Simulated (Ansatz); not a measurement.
Born–Oppenheimer molecular dynamics of a periodic cell of 17 atoms, Si₁₆C (host Si, host structure diamond, interstitial C). It starts from a relaxed structure.

The calculation used Ansatz 0.2.0, DFT LDA, scalar-relativistic, plane waves, PAW. Settings: accuracy low, PAW set soft_1, cutoff 420 eV, k mesh 2x2x2, fermi-dirac smearing 0.002 eV, spin collinear.

```
ensemble        : NVT, Nosé–Hoover chain
time step       : 1 fs
steps asked     : 200
set temperature : 1200 K
thermostat      : time constant 200 fs, chain length 3
seed            : 662901
```

First frame:

```xyz
17
Lattice="0.0000 5.4300 5.4300 5.4300 0.0000 5.4300 5.4300 5.4300 0.0000" Properties=species:S:1:pos:R:3
Si 0.060 -0.070 -0.112
Si 1.373 1.344 1.210
Si 2.787 2.657 -0.112
Si 4.096 4.050 1.242
Si 2.524 0.193 2.902
Si 4.197 1.356 3.984
Si 5.492 2.654 2.519
Si 6.791 3.950 3.983
Si 0.074 2.643 2.676
Si 1.406 4.082 3.890
Si 2.689 5.457 2.494
Si 4.065 6.740 3.890
Si 2.869 2.835 5.163
Si 3.977 4.166 7.388
Si 5.313 5.277 5.165
Si 6.801 6.775 6.492
C 3.854 4.293 5.637
```

Question: What does the run give?

Answer: The run went to its last step.

```yaml
steps_done: 200
time_covered: 200 fs
mean_temperature_over_the_second_half: 676 K
spread_of_the_potential_energy_over_the_second_half: 13.3 meV per atom
mean_potential_energy_of_the_second_half_above_the_start: 82.5 meV per atom
```

The conserved energy stayed within 0.14 meV per atom of its start (net change 0.12 meV per atom), so the integration is sound. The mean temperature of the second half is 44 % below the set value. A run of 0.2 ps of so small a system gives no equilibrium averages. The smearing is very narrow for this mesh. Limits of this set-up: coarse k mesh, PAW files made for another functional, low accuracy level.

Question: What happens to the structure?

Answer: Mean squared displacements from the first frame to the last, about the centre of mass: Si 0.07 Å², C 0.22 Å². Another seed would give other details.

Question: How do temperature and energy run in time?

Answer: 
| time (fs) | T (K) | potential energy less start (eV) | conserved less start (meV/atom) |
| --- | --- | --- | --- |
| 0.0 | 1200 | 0.000 | 0.00 |
| 10.0 | 824 | 0.779 | 0.10 |
| 20.0 | 586 | 1.275 | 0.11 |
| 30.0 | 717 | 1.009 | 0.08 |
| 40.0 | 786 | 0.876 | 0.05 |
| 50.0 | 525 | 1.428 | 0.10 |
| 60.0 | 427 | 1.641 | 0.11 |
| 70.0 | 534 | 1.432 | 0.07 |
| 80.0 | 468 | 1.588 | 0.07 |
| 90.0 | 307 | 1.937 | 0.13 |
| 100.0 | 511 | 1.534 | 0.05 |
| 110.0 | 483 | 1.622 | 0.10 |
| 120.0 | 437 | 1.745 | 0.11 |
| 130.0 | 578 | 1.487 | 0.11 |
| 140.0 | 795 | 1.088 | 0.06 |
| 150.0 | 666 | 1.411 | 0.11 |
| 160.0 | 624 | 1.545 | 0.13 |
| 170.0 | 854 | 1.123 | 0.09 |
| 180.0 | 929 | 1.034 | 0.08 |
| 190.0 | 753 | 1.456 | 0.13 |
| 200.0 | 769 | 1.469 | 0.12 |

Time of the run: 13 min on 1 thread of Intel(R) Xeon(R) Platinum 8488C (Sapphire Rapids), on a shared host, peak memory 0.63 GiB.
